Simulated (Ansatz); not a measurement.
Isolated molecules relaxed with PBE0-D4/def2-TZVP in Ansatz; ΔE leaves out vibrations. CBS: MP2 limit from def2 TZ/QZ plus the TZ coupled-cluster correction, frozen cores. Functionals use def2-TZVPP. def2 core potentials past Kr. For Se, Sn outer-core shells are correlated without core-valence functions, which leaves a few kJ/mol of doubt a bond. Scalar relativity is left out up to krypton. Each species was taken in one conformer, which may not be the lowest.

Consider the ligand exchange at the Se–Sn bond: `C[Se][Sn]([Cl])([Cl])[Se]C` + `C[SeH]` → `C[Se][Se]C` + `C[Se][SnH]([Cl])[Cl]`.

```tsv
species	r2SCAN0 energy (Eh)
`C[Se][Sn]([Cl])([Cl])[Se]C`	-6017.75232
`C[SeH]`	-2442.02621
`C[Se][Se]C`	-4882.88295
`C[Se][SnH]([Cl])[Cl]`	-3576.87310
```

Task: Work out ΔE.

Result: ΔE = (-4882.88295) + (-3576.87310) − (-6017.75232) − (-2442.02621) = 0.02248 Eh = +14.1 kcal/mol. CCSD(T)/CBS gives +16.2 kcal/mol.

Largest T1 diagnostic among the species: 0.011.

Leaving LDA and LC-ωPBE aside and taking each functional with its dispersion term where it has one, the values, not all of them listed here, spread over 2.8 kcal/mol, from B97M-V to BHLYP-D4. From BLYP to BHLYP (50 % exact exchange), in def2-TZVPP and without D4, ΔE moves by +1.2 kcal/mol. At CCSD(T), def2-SVP lies +1.6 kcal/mol from the extrapolated value and def2-TZVPP −0.9 kcal/mol.
